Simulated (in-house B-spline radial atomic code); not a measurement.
RPA and G0W0 for neutral bismuth, [Xe] 4f14 5d10 6s2 6p3, highest spin, as one setting changes: the highest l of the empty states. Start: PBE. A dash marks a level of low quasi-particle weight. Computed with a B-spline radial code for spherical atoms: all electrons, scalar-relativistic (spin-free one-electron X2C), finite nucleus, each spin shell either full or empty, empty states to the listed l with an (l + 1/2)⁻⁴ tail; G0W0 by contour deformation at full frequency.

Without the two-electron picture change, the correlation of inner shells comes somewhat too large for so heavy an element.

Spin-orbit coupling, left out, splits p levels strongly here.

```
highest l of the empty states  RPA summed (Eh)  RPA extrapolated (Eh)  G0W0 level (eV)
                            5          -6.3829                -7.4864                -
                            6                ?                      ?                ?
                            7          -7.0067                -7.4554                -
                            8          -7.1316                 -7.428                -
                            9          -7.2056                -7.4053                -
                           10                ?                      ?                ?
                           11          -7.2807                -7.3795                -
```

(1) What belongs in the row for 6?

(2) What belongs in the row for 10?

## Answers

(1) RPA summed (Eh): -6.7872; RPA extrapolated (Eh): -7.4816; G0W0 level (eV): -.

(2) RPA summed (Eh): -7.2513; RPA extrapolated (Eh): -7.3901; G0W0 level (eV): -.
